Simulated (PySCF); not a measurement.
All values below come from r2SCAN-D4/def2-TZVP run with PySCF. Gas-phase values, no solvent. 

Reference species (SMILES): `C[Si](F)F` (neutral, multiplicity 2).

```
Quantity                         Result
-----------------------------  --------
dipole moment                    2.10 D
highest occupied spin orbital  -5.62 eV
```

Changed species: `[SeH]` (radical fragment; the reference has radical fragment).

Task: What does the change do to the dipole moment and highest occupied spin orbital?

Result: the dipole moment drops by 1.49 D, to 0.61 D; the highest occupied spin orbital falls by 0.46 eV, to -6.08 eV.
